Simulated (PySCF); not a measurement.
Species: C2H7BN2O.
Z-matrix (Å and degrees, PBE0-D3(BJ)/def2-SVP geometry), rows numbered from 1:
```
C 
B   1  1.5793
N   2  1.3932  1  123.75
N   2  1.4686  1  117.65  3  -179.95
C   4  1.3621  2  127.07  1   179.86
O   5  1.2116  4  125.70  2     0.36
H   1  1.1032  2  110.98  3   121.03
H   1  1.1000  2  112.88  3     0.20
H   1  1.1032  2  111.00  3  -120.65
H   3  1.0092  2  122.93  1     0.01
H   3  1.0153  2  120.16  1   179.89
H   4  1.0130  2  118.50  1     0.24
H   5  1.1177  4  113.10  2  -179.72
```

Jobs on this species (13 atoms, 46 electrons) with PySCF (density fitting). Hardware of each: Arm Neoverse V1, one thread, shared host. The host was shared with other jobs, so the times are rough. Peak memory is the resident size of the whole Python process, interpreter and libraries included.

| level and settings | work | basis functions | SCF cycles | wall time | peak memory |
| --- | --- | --- | --- | --- | --- |
| delta-SCF UKS PBE, pcX-2 on the ionised atom, pcseg-1 elsewhere, spin-free X2C | ΔSCF core ionisation, 6 holes | 150 | ? | ? | ? |
| delta-SCF UKS SCAN, pcX-2 on the ionised atom, pcseg-1 elsewhere, spin-free X2C | ΔSCF core ionisation, 6 holes | 150 | 109 | 46 s | 0.52 GiB |
| delta-SCF UKS SCAN, def2-TZVP on the ionised atom, pcseg-1 elsewhere, spin-free X2C | ΔSCF core ionisation, 6 holes | 136 | 108 | 44 s | 0.52 GiB |
| PBE0-D3(BJ)/def2-SVP, grid level 1 | geometry optimisation from a GFN2-xTB start shaken at random | 119 | 59 | 45 s | 0.51 GiB |
| delta-SCF UKS PBE0, pcX-2 on the ionised atom, pcseg-1 elsewhere, spin-free X2C | ΔSCF core ionisation, 6 holes | 150 | 96 | 47 s | 0.58 GiB |
| delta-SCF UKS B3LYP, pcX-2 on the ionised atom, pcseg-1 elsewhere, spin-free X2C | ΔSCF core ionisation, 6 holes | 150 | 99 | 49 s | 0.60 GiB |
| delta-SCF UKS SCAN, pcX-2 on the ionised atom, pcseg-1 elsewhere, non-relativistic | ΔSCF core ionisation, 6 holes | 150 | 109 | 45 s | 0.52 GiB |
| delta-SCF UKS HF, pcX-2 on the ionised atom, pcseg-1 elsewhere, spin-free X2C | ΔSCF core ionisation, 6 holes | 150 | 100 | 28 s | 0.52 GiB |
| delta-SCF UKS SCAN, pcX-1 on the ionised atom, pcseg-1 elsewhere, spin-free X2C | ΔSCF core ionisation, 6 holes | 129 | 108 | 38 s | 0.52 GiB |

**Question.** Fill in the missing figures.

**Answer.** 
- delta-SCF UKS PBE, pcX-2 on the ionised atom, pcseg-1 elsewhere, spin-free X2C; ΔSCF core ionisation, 6 holes: 27 s, 0.54 GiB, 106 SCF cycles

**Question.** What do all jobs in the table cost together?

**Answer.** About 6.2 min; the longest takes about 13 % of that, and about 1.8 times as long as the shortest.
